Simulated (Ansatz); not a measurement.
A made-up structure of LiBHI, closed shell:

| atom | x (Å) | y (Å) | z (Å) |
| --- | --- | --- | --- |
| Li1 | 1.3470 | -0.2104 | 1.4737 |
| B2 | -0.6989 | -0.0547 | 0.3522 |
| I3 | 1.1735 | 0.2159 | -1.4376 |
| H4 | -1.8216 | 0.0492 | -0.3884 |

It is relaxed with PBE-D4/def2-SVP and then PBE0-D4/def2-TZVP (Ansatz 0.2.0). Atoms count as bonded within 1.22 times the sum of their covalent radii (H–H: 0.88 Å). The end point is not checked to be a true minimum.

(1) Does its bonding change? (Judge from chemistry; the calculation decides.)

Results:

(1) The calculation gives: No: no bond forms or breaks.

Where it ends: The first stage lowers the energy by 0.42 eV in 5 steps. It ends as LiBHI ([Li]1[BH][I]1):
Li1  (1.203, -0.188, 1.315)
B2  (-0.624, -0.049, 0.315)
I3  (1.048, 0.193, -1.283)
H4  (-1.627, 0.044, -0.347)
(Å)

Labels in which every atom is bracketed show which atoms are joined, not bond orders.

For scale, one of the runs: PBE0-D4/def2-TZVP relaxation, 101 basis functions, launched by `ansatz run in.yaml --threads 2 --pin off --events-out ev --progress --plain --max-ram 4352MiB`. The run took about 7.5 s on 2 CPU threads of an Arm Neoverse V2 (shared host).
